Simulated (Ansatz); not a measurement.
Wavefunction ladder for C₂H₆OZn (`CO[CH2][ZnH]`)

Cartesian coordinates in Å:
```
C -1.119 0.978 -0.681
O 0.089 0.711 -0.025
C 0.281 -0.673 0.214
Zn 2.005 -0.872 1.132
H -1.191 2.057 -0.827
H -1.161 0.481 -1.661
H -1.980 0.639 -0.087
H 0.262 -1.231 -0.737
H -0.548 -1.075 0.819
H 3.362 -1.015 1.853
```

Charge 0, multiplicity 1. For Zn the d shell is correlated and the shells below it are frozen. Scalar relativity is left out up to krypton. All single points use the PBE0-D4/def2-TZVP geometry. It is one conformer, not always the lowest. Frozen core, restricted reference, the Gaussian-basis code of Ansatz.

| basis | HF (Eh) | MP2 corr. | CCSD corr. | (T) | CCSD(T) total |
| --- | --- | --- | --- | --- | --- |
| def2-SVP | -1931.47310 | -0.78166 | -0.79892 | -0.02194 | -1932.29396 |
| def2-TZVPP | -1931.89767 | -1.10695 | -1.08917 | -0.03813 | -1933.02497 |
| def2-QZVPP | -1931.94643 | -1.18419 | – | – | – |
